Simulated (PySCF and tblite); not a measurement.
The numbers below are computed, except where a source is named.
3 diastereomers of C9H12, numbered alike:

| isomer | SMILES | descriptors (one enantiomer) |
| --- | --- | --- |
| A | [CH:1]#[C:2][C@@H:3]1[CH2:4][C@@H:5]2[CH2:6][CH2:7][C@@H:8]2[CH2:9]1 | 3r, 5S, 8R |
| B | [CH:1]#[C:2][CH:3]1[CH2:4][C@H:5]2[CH2:6][CH2:7][C@@H:8]2[CH2:9]1 | 5R, 8R |
| C | [CH:1]#[C:2][C@H:3]1[CH2:4][C@@H:5]2[CH2:6][CH2:7][C@@H:8]2[CH2:9]1 | 3s, 5S, 8R |

Protocol: conformer search, at most 2 conformers an isomer, GFN2-xTB geometries, energies PBE0/pcSseg-1 (D3(BJ) added where defined), GIAO shieldings PBE0/pcSseg-1, weights at 298.15 K with GFN2-xTB thermal terms. Programs: PySCF with density fitting and tblite.

Q: What shifts does each isomer give (ppm; of two unlike H on one atom, a is the less shielded)?

A: 
A: ¹H (against TMS): 3.02 (H3, 1H), 2.73 (H5/H8, 2H), 2.22 (H6a/H7a, 2H), 2.17 (H6b/H7b, 2H), 1.95 (H4a/H9a, 2H), 1.88 (H4b/H9b, 2H), 1.54 (H1, 1H). ¹³C (against TMS): 96.0 (C2), 75.0 (C1), 44.9 (C4/C9), 40.3 (C5/C8), 32.8 (C3), 25.7 (C6/C7).

B: ¹H (against TMS): 2.95 (H3, 1H), 2.24 (H9a, 1H), 1.97 (H6a, 1H), 1.95 (H4a, 1H), 1.92 (H7a, 1H), 1.73 (H7b, 1H), 1.64 (H6b, 1H), 1.64 (H1, 1H), 1.62 (H4b, 1H), 1.61 (H5, 1H), 1.49 (H9b, 1H), 1.13 (H8, 1H). ¹³C (against TMS): 95.7 (C2), 75.5 (C1), 49.8 (C8), 47.8 (C5), 41.7 (C4), 41.5 (C9), 34.1 (C3), 27.2 (C7), 27.0 (C6).

C: ¹H (against TMS): 2.96 (H3, 1H), 2.69 (H5/H8, 2H), 2.23 (H6a/H7a, 2H), 1.83 (H4a/H9a, 2H), 1.76 (H4b/H9b, 2H), 1.49 (H1, 1H), 1.31 (H6b/H7b, 2H). ¹³C (against TMS): 92.6 (C2), 74.9 (C1), 46.1 (C4/C9), 39.3 (C5/C8), 29.9 (C3), 25.1 (C6/C7).

Q: Which carbons tell the isomers apart best?

A: C8: 40.3 in A, 49.8 in B, 39.3 in C; C5: 40.3 in A, 47.8 in B, 39.3 in C; C9: 44.9 in A, 41.5 in B, 46.1 in C ppm.

Shifts are unscaled: against experiment ¹³C can be off by 15 ppm or more and ¹H by 0.8 ppm. GFN2-xTB leaves a saturated small ring flat here that puckers in reality.
